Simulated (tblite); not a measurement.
C4H12F2SSi2.
SMILES with atom numbers: `[CH3:1][S:2][Si@@H:3]([CH2:4][F:5])[C@@H:6]([F:7])[CH2:8][SiH3:9]` (hydrogens: H10, H11, H12 on C1; H13 on Si3; H14, H15 on C4; H16 on C6; H17, H18 on C8; H19, H20, H21 on Si9)

Computed geometry: GFN2-xTB, gas phase.

Entries marked ? are missing. Bonds in one row agree within 0.01 Å.

| coordinate | value |
| --- | --- |
| C1–S2 | 1.824 Å |
| S2–Si3 | 2.142 Å |
| Si3–C4 | ? |
| C4–F5 | 1.383 Å |
| Si3–C6 | 1.917 Å |
| C6–F7 | 1.395 Å |
| C6–C8 | ? |
| C8–Si9 | ? |
| C1–H10, C1–H11, C1–H12 | 1.084 Å |
| Si3–H13 | 1.462 Å |
| C4–H14 | 1.092 Å |
| C4–H15 | 1.094 Å |
| C6–H16 | 1.095 Å |
| C8–H17 | 1.090 Å |
| C8–H18 | 1.091 Å |
| Si9–H19, Si9–H20, Si9–H21 | 1.463 Å |
| C1–S2–Si3 | 100.3° |
| S2–Si3–C4 | 111.6° |
| S2–Si3–C6 | 106.0° |
| C4–Si3–C6 | 107.7° |
| Si3–C4–F5 | ? |
| Si3–C6–F7 | ? |
| Si3–C6–C8 | 114.5° |
| F7–C6–C8 | 109.2° |
| C6–C8–Si9 | ? |

Q: Estimate the withheld lengths and angles.

A: 
- Si3–C4 = 1.923 Å, drawn single (SiH silicon to sp3 C–F carbon); 0.05 Å above the sum of covalent radii, 1.87 Å.
- C6–C8 = 1.520 Å, drawn single (sp3 C–F carbon to sp3 carbon bound to silicon); equal to the sum of covalent radii, 1.52 Å.
- C8–Si9 = 1.909 Å, drawn single (sp3 carbon bound to silicon to SiH3 silicon); 0.04 Å above the sum of covalent radii, 1.87 Å.
- Si3–C4–F5 = 110.1°, at the sp3 C–F carbon; the outer atoms are 2.727 Å apart.
- Si3–C6–F7 = 106.8°, at the sp3 C–F carbon; the outer atoms are 2.677 Å apart.
- C6–C8–Si9 = 112.7°, at the sp3 carbon bound to silicon; the outer atoms are 2.863 Å apart.

Radii are Cordero's, carbon taken as 0.76, 0.73 or 0.69 Å for four, three, and two or fewer neighbours.

Its GFN2-xTB frequencies are all real (lowest 26 cm⁻¹). One conformer, not necessarily the lowest (C1–S2–Si3–C4 62°, S2–Si3–C4–F5 -71°, S2–Si3–C6–F7 -178°, Si3–C6–C8–Si9 179°). 3 starts were optimised and ended at 0.00, 0.07 and 1.96 kcal/mol (GFN2-xTB); the lowest of these is shown.
